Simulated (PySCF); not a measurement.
Isomers of C4H13NSi3.

All values: PBE0/pcSseg-1 (PySCF) at GFN2-xTB geometries, gas phase, one conformer each.

Question: Rank by the highest IAO charge on any atom, highest value first.
A. `[CH3:1][CH2:2][Si:3]([SiH3:4])([SiH3:5])[CH2:6][C:7]#[N:8]` with C1–C2–Si3–Si4 -52°, C2–Si3–C6–C7 176°
B. `[CH3:1][C@@H:2]([SiH2:3][C:4]#[N:5])[SiH2:6][CH2:7][SiH3:8]` with C1–C2–Si3–C4 -168°, C1–C2–Si6–C7 173°, C2–Si6–C7–Si8 178°
C. `[H]/[N:1]=[CH:2]\[C:3](=[CH:4]/[SiH2:5][SiH3:6])[CH2:7][SiH3:8]` with N1–C2–C3–C4 -175°, C3–C4–Si5–Si6 179°, C2–C3–C7–Si8 -84°
D. `[CH3:1][Si@:2]([SiH3:3])([CH2:4][SiH3:5])[CH2:6][C:7]#[N:8]` with C1–Si2–C4–Si5 -171°, C1–Si2–C6–C7 61°

Answer: D (+0.795 e), B (+0.751 e), C (+0.610 e), A (+0.481 e).

Question: Rank by HOMO–LUMO gap, highest first.
A. `[H]/[N:1]=[CH:2]\[C:3](=[CH:4]/[SiH2:5][SiH3:6])[CH2:7][SiH3:8]` with N1–C2–C3–C4 -175°, C3–C4–Si5–Si6 179°, C2–C3–C7–Si8 -84°
B. `[N:1]#[C:2][C@@H:3]([SiH3:4])[CH2:5][SiH2:6][CH2:7][SiH3:8]` with C2–C3–C5–Si6 70°, C3–C5–Si6–C7 -70°, C5–Si6–C7–Si8 -179°
C. `[CH3:1][CH2:2][Si:3]([SiH3:4])([SiH3:5])[CH2:6][C:7]#[N:8]` with C1–C2–Si3–Si4 -52°, C2–Si3–C6–C7 176°

Answer: B (8.05 eV), C (7.54 eV), A (5.60 eV).

All values together:

| SMILES | μ (D) | HOMO (eV) | LUMO (eV) | lowest IAO charge (e) | highest IAO charge (e) | lowest Hirshfeld charge (e) | highest Hirshfeld charge (e) |
| --- | --- | --- | --- | --- | --- | --- | --- |
| CC[Si]([SiH3])([SiH3])CC#N | 4.64 | -8.35 | -0.81 | -0.552 (C) | +0.481 (Si) | -0.240 (N) | +0.235 (Si) |
| [H]/N=C\C(=C/[SiH2][SiH3])C[SiH3] | 2.39 | -7.46 | -1.86 | -0.539 (C) | +0.610 (Si) | -0.224 (N) | +0.319 (Si) |
| C[C@@H]([SiH2]C#N)[SiH2]C[SiH3] | 3.59 | -8.38 | -0.44 | -0.824 (C) | +0.751 (Si) | -0.247 (C) | +0.381 (Si) |
| N#C[C@@H]([SiH3])C[SiH2]C[SiH3] | 3.36 | -8.11 | -0.06 | -0.825 (C) | +0.758 (Si) | -0.247 (C) | +0.342 (Si) |
| C[Si@]([SiH3])(C[SiH3])CC#N | 3.47 | -8.44 | -0.37 | -0.811 (C) | +0.795 (Si) | -0.246 (C) | +0.332 (Si) |

Conformers: `[CH3:1][CH2:2][Si:3]([SiH3:4])([SiH3:5])[CH2:6][C:7]#[N:8]` with C1–C2–Si3–Si4 -52°, C2–Si3–C6–C7 176°; `[H]/[N:1]=[CH:2]\[C:3](=[CH:4]/[SiH2:5][SiH3:6])[CH2:7][SiH3:8]` with N1–C2–C3–C4 -175°, C3–C4–Si5–Si6 179°, C2–C3–C7–Si8 -84°; `[CH3:1][C@@H:2]([SiH2:3][C:4]#[N:5])[SiH2:6][CH2:7][SiH3:8]` with C1–C2–Si3–C4 -168°, C1–C2–Si6–C7 173°, C2–Si6–C7–Si8 178°; `[N:1]#[C:2][C@@H:3]([SiH3:4])[CH2:5][SiH2:6][CH2:7][SiH3:8]` with C2–C3–C5–Si6 70°, C3–C5–Si6–C7 -70°, C5–Si6–C7–Si8 -179°; `[CH3:1][Si@:2]([SiH3:3])([CH2:4][SiH3:5])[CH2:6][C:7]#[N:8]` with C1–Si2–C4–Si5 -171°, C1–Si2–C6–C7 61°.
